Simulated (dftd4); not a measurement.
cyclopentanone (C5H8O), singlet, geometry from GFN2-xTB; D4 for b97d in dftd4.

The dftd4 input:
```
$ dftd4 mol.xyz --func b97d --charge 0 --json dftd4.json --noedisp --grad

# file mol.xyz
14

O      0.87537310     1.89876563    -0.35725549
C      0.37959572     0.82337841    -0.15491983
C      1.12822729    -0.48061669     0.02883662
C      0.06033799    -1.56791212    -0.04754620
C     -1.19163010    -0.88596563     0.50924683
C     -1.10303578     0.53525941    -0.03911772
H      1.92578836    -0.58504964    -0.70535867
H      1.59131385    -0.45285207     1.01834905
H      0.33028268    -2.46089812     0.51376258
H     -0.10497291    -1.85408406    -1.08762352
H     -1.14947978    -0.86694046     1.59958820
H     -2.10743946    -1.39392016     0.21152703
H     -1.52542668     0.59576747    -1.04523879
H     -1.60402156     1.28299175     0.57403985
```

**Question.** Predict the main parts of the log of this dftd4 run.

**Answer.** 
```
                    ____  _____ _____     ____  _  _
      -------------|  _ \|  ___|_   _|---|  _ \| || |------------
     |             | | | | |_    | | ___ | | | | || |_           |
     |             | |_| |  _|   | ||___|| |_| |__   _|          |
     |             |____/|_|     |_|     |____/   |_|            |
     |             ===================================           |
     |            E. Caldeweyher, S. Ehlert & S. Grimme          |
     |          Mulliken Center for Theoretical Chemistry        |
     |                    University of Bonn                     |
      -----------------------------------------------------------

Rational (Becke-Johnson) damping: b97d-D4-ATM
---------------------
  s6         1.0000
  s8         1.6946
  s9         1.0000
  a1         0.2890
  a2         4.1341
 alp        16.0000
--------------------

Dispersion energy:      -4.2214767152048E-02 Eh

Gradient norm:           4.4491985554230E-03 Eh/a0
--------------------------------------------------
     #    Z           dE/dx      dE/dy      dE/dz
--------------------------------------------------
     1    8 O     7.887E-04  1.711E-03 -3.219E-04
     2    6 C     6.510E-04  1.412E-03 -2.657E-04
     3    6 C     1.562E-03 -5.232E-04 -6.220E-06
     4    6 C     2.469E-04 -1.613E-03 -8.148E-05
     5    6 C    -1.343E-03 -7.651E-04  5.289E-04
     6    6 C    -1.416E-03  8.409E-04 -5.356E-05
     7    1 H     5.232E-04 -1.232E-04 -1.750E-04
     8    1 H     5.850E-04 -8.141E-05  2.855E-04
     9    1 H     1.070E-04 -5.161E-04  6.785E-05
    10    1 H     4.573E-05 -5.509E-04 -3.245E-04
    11    1 H    -3.921E-04 -2.004E-04  4.658E-04
    12    1 H    -4.613E-04 -2.524E-04  7.676E-05
    13    1 H    -4.856E-04  2.971E-04 -3.261E-04
    14    1 H    -4.116E-04  3.651E-04  1.295E-04
--------------------------------------------------

Virial:
--------------------------------------------------
      component           x          y          z
--------------------------------------------------
          x       2.016E-02  1.085E-03 -2.267E-03
          y       1.085E-03  2.247E-02 -2.509E-03
          z      -2.267E-03 -2.509E-03  4.554E-03
--------------------------------------------------

[Info] Dispersion results written to 'dftd4.txt'
[Info] JSON dump of results written to 'dftd4.json'
```
